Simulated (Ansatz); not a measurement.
Basis-set extrapolation for `CO[SiH2]BO` (PBE0-D4/def2-TZVP geometry, frozen core, Ansatz). Multiplicity 1, RHF reference.

```tsv
	def2-TZVPP	def2-QZVPP
HF	-505.455510	-505.475231
MP2 correlation	-0.874730	-0.940518
CCSD(T) correlation	-0.952756	not run
```

Energies in hartree. Use E(X) = E(∞) + A·exp(−7.88·√X) for Hartree–Fock and E(X) = E(∞) + B·X^(−2.97) for correlation, with X = 3 and 4, and add CCSD(T) minus MP2 of the smaller set to the MP2 limit.

Problem. What is the CCSD(T) energy at the basis-set limit?

Solution. HF limit: -505.475231 + (-0.019721) × 0.13774 = -505.47795. MP2 limit: -0.940518 + (-0.065788) × 0.74074 = -0.98925. Higher-order term: -0.952756 − (-0.874730) = -0.07803. Total: -506.54523 hartree, 359.6 kJ/mol below CCSD(T)/def2-TZVPP.
